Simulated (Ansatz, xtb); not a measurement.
## A family of molecules: the atomisation energy (no zero-point term)

Gas-phase molecules, one atom swapped for its congeners: AlHF `[F][AlH]`; GaHF `[F][GaH]`; InHF `[F][InH]`. All are doublets with charge 0.

Shapes, held fixed at every level: PBE0-D4/def2-TZVP. Programs: Ansatz 0.2.0, xtb 6.7.1. Values in eV.

| level | AlHF | InHF |
| --- | --- | --- |
| GFN0-xTB | 13.32 | 10.21 |
| r2SCAN-D4/def2-TZVPP | 8.71 | 6.55 |
| BHLYP-D4/def2-TZVPP | 8.22 | 5.98 |
| PBE0-D4/def2-TZVPP | 8.39 | 6.25 |
| wB97M-V/def2-TZVPP | 8.50 | 6.40 |
| wB97X-V/def2-TZVPP | 8.56 | 6.47 |
| B2PLYP/def2-TZVPP | 8.51 | 6.28 |
| CCSD(T)/def2-TZVPP | 8.35 | 6.20 |

Q: Estimate the column for GaHF from its neighbours.

A: The mean of the neighbours at CCSD(T)/def2-TZVPP is 7.28 eV, against 7.09 from the run. All rows: GFN0-xTB 11.94; r2SCAN-D4/def2-TZVPP 7.37; BHLYP-D4/def2-TZVPP 6.78; PBE0-D4/def2-TZVPP 7.06; wB97M-V/def2-TZVPP 7.14; wB97X-V/def2-TZVPP 7.23; B2PLYP/def2-TZVPP 7.13; CCSD(T)/def2-TZVPP 7.09 eV. At CCSD(T)/def2-TZVPP the atomisation energy falls at every step, from 8.35 to 6.20 eV. Every level shows the same order. Open shells run unrestricted. For atoms past krypton def2 sets carry core potentials with scalar relativity. Relativity is left out for Ga. Outer-core shells of Ga, In are correlated, in sets that cover them unevenly. GFN0-xTB strays far from the other rows. xTB rows lack spin polarisation. Spin-orbit coupling, which grows down the group, is left out (summed over each molecule's free atoms 0.03, 0.08, 0.20 eV). Coupled cluster in double- or triple-zeta sets underbinds by a few per cent against its basis-set limit.
